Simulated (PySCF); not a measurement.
## input.py for BSe⁻

File input.py (PySCF 2.14):

```python
from pyscf import gto, scf, mp

mol = gto.M(
    atom='B 0 0 0; Se 0 0 1.827',
    basis='def2-svp',
    charge=-1,
    spin=0,
    verbose=4,
)
mf = scf.RHF(mol)
mf.kernel()
mp.MP2(mf, frozen=10).kernel()
mf.dip_moment()
print('orbital energies (hartree):', mf.mo_energy[..., max(0, mol.nelec[1]-3):mol.nelec[0]+3].round(4))
```

```bash
$ python input.py
```

It prints (some set-up lines and the per-cycle HOMO/LUMO lines with their warnings removed):

```
PySCF version 2.14.0

[INPUT] Symbol           X                Y                Z      unit          X                Y                Z       unit  Magmom
[INPUT]  1 B      0.000000000000   0.000000000000   0.000000000000 AA    0.000000000000   0.000000000000   0.000000000000 Bohr   0.0
[INPUT]  2 Se     0.000000000000   0.000000000000   1.827000000000 AA    0.000000000000   0.000000000000   3.452529629580 Bohr   0.0

nuclear repulsion = 49.2392588157635
number of shells = 18
number of NR pGTOs = 98
number of NR cGTOs = 46
basis = def2-svp
ecp = {}

******** <class 'pyscf.scf.hf.RHF'> ********
method = RHF
initial guess = minao
damping factor = 0
level_shift factor = 0
DIIS = <class 'pyscf.scf.diis.CDIIS'>
SCF conv_tol = 1e-09
SCF max_cycles = 50
Initial guess from minao.
init E= -2423.24967245301
cycle= 1 E= -2424.14615594158  delta_E= -0.896  |g|= 0.315  |ddm|= 1.67
cycle= 2 E= -2424.18003082534  delta_E= -0.0339  |g|= 0.224  |ddm|= 0.886
cycle= 3 E= -2424.19265782168  delta_E= -0.0126  |g|= 0.0358  |ddm|= 0.288
cycle= 4 E= -2424.19361653219  delta_E= -0.000959  |g|= 0.0119  |ddm|= 0.111
cycle= 5 E= -2424.19375494368  delta_E= -0.000138  |g|= 0.00287  |ddm|= 0.0502
cycle= 6 E= -2424.19376292691  delta_E= -7.98e-06  |g|= 0.001  |ddm|= 0.0092
cycle= 7 E= -2424.19376398018  delta_E= -1.05e-06  |g|= 0.000386  |ddm|= 0.00326
cycle= 8 E= -2424.19376410152  delta_E= -1.21e-07  |g|= 5.55e-05  |ddm|= 0.00146
cycle= 9 E= -2424.19376410463  delta_E= -3.11e-09  |g|= 1.03e-05  |ddm|= 0.000328
cycle= 10 E= -2424.19376410474  delta_E= -1.07e-10  |g|= 1.2e-06  |ddm|= 9.26e-05
Extra cycle  E= -2424.19376410474  delta_E= 4.55e-13  |g|= 4.72e-07  |ddm|= 7.25e-06
converged SCF energy = -2424.19376410474

******** <class 'pyscf.mp.mp2.RMP2'> ********
nocc = 10, nmo = 36
frozen orbitals 10
E(RMP2) = -2424.49830349145  E_corr = -0.304539386707916
E(SCS-RMP2) = -2424.47938508513  E_corr = -0.285620980395024
E_corr(same-spin) = -0.0921072503705479
E_corr(oppo-spin) = -0.212432136337368

WARN: System has nonzero charge -1; the dipole moment is origin-dependent.
Location of origin: [0. 0. 0.]

Dipole moment(X, Y, Z, Debye):  0.00000, -0.00000, -3.19701
orbital energies (hartree): [-0.1341 -0.1341 -0.0968  0.3108  0.3108  0.4787]
```

In short: E(SCF) = -2424.193764 Eh, 10 cycles, E(MP2) − E(SCF) = -0.30454 Eh.

Wall time 1.3 s on one thread of a shared host.

The basis has no diffuse functions, which an anion needs. Stability towards an unrestricted solution was not tested. The bond length is a typed value, not an optimised one. The dipole of an ion depends on the origin.
